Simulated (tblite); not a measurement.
Species: C8H12Si.
Numbering: `[CH2:1]=[CH:2][C@@:3]1([C:4]#[C:5][CH3:6])[SiH2:7][C@@H:8]1[CH3:9]` (hydrogens: H10, H11 on C1; H12 on C2; H13, H14, H15 on C6; H16, H17 on Si7; H18 on C8; H19, H20, H21 on C9)

Structure used (GFN2-xTB), in Å, numbered top down from 1:
```xyz
21
C8H12Si angstrom
C     -0.882    2.906   -0.489
C      0.050    1.982   -0.290
C     -0.166    0.605    0.173
C      0.976   -0.237    0.032
C      1.948   -0.933   -0.092
C      3.118   -1.773   -0.238
Si    -1.245    0.334    1.757
C     -1.542   -0.065   -0.053
C     -1.536   -1.485   -0.571
H     -0.626    3.894   -0.829
H     -1.931    2.721   -0.326
H      1.090    2.236   -0.462
H      2.886   -2.638   -0.861
H      3.925   -1.210   -0.708
H      3.457   -2.124    0.738
H     -1.845    1.527    2.324
H     -0.861   -0.757    2.632
H     -2.224    0.564   -0.618
H     -0.865   -2.110    0.014
H     -1.198   -1.508   -1.607
H     -2.537   -1.911   -0.526
```

Method: GFN2-xTB as coded in tblite; computed harmonic values from a numerical Hessian at the method's own geometry, unscaled. This tight-binding method is rough: wavenumbers can miss measured ones by several per cent, in bad cases by 10 to 20. Modes of hydrogen on silicon can be 10 to 20 % off. One conformer, not necessarily the lowest. The optimisation stopped once no atom felt more than 0.01 eV/Å.

Lowest wavenumbers of the output (negative numbers stand for imaginary wavenumbers):
```
mode    cm-1
  1     -28.6
  2      77.6
  3      83.7
  4     102.2
  5     152.1
  6     183.2
  7     194.9
  8     237.6
  9     248.9
 10     273.2
 11     308.5
 12     366.8
 13     415.1
 14     446.0
 15     478.9
```

Task: Is this structure a minimum?

Result: Not by this Hessian. 1 mode is imaginary beyond 20i (29i cm⁻¹), so at this level the point lies at or near a first-order saddle. The curvature is small, so loose convergence or finite differences may be the whole cause.

Task: Which atoms move in the imaginary mode?

Result: 29i: H14 (methyl hydrogen) 33 %, H13 (methyl hydrogen) 33 %, H15 (methyl hydrogen) 33 %. These are shares of the mass-weighted motion.

Task: What is the remedy?

Result: Step along that mode in both directions, optimise again with tighter thresholds and repeat the frequencies. The zero-point energy of this point (103.5 kcal/mol) counts the 56 real modes alone, and thermal corrections from it aren't those of a minimum.

Time: 1.6 s wall. Hardware: an Arm Neoverse N1 with one thread, shared host. The figure is for the frequency step alone.
